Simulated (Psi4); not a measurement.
A dimer, Br2 ··· Na+ (SMILES BrBr and [Na+]) (charge +1); the first 2 atoms form monomer A.

```
3

Br     1.1579     0.0000     0.0000
Br    -1.1579     0.0000     0.0000
Na    -5.5470    -4.0877    -1.4296
```

Q: What interaction energy does SAPT0/jun-cc-pVDZ, all electrons correlated in Psi4 give, and which attractive term is the largest?

A: Total -0.49 kJ/mol: electrostatics 1.60, exchange 0.00, induction -2.08, dispersion 0.00. The most attractive term is induction.
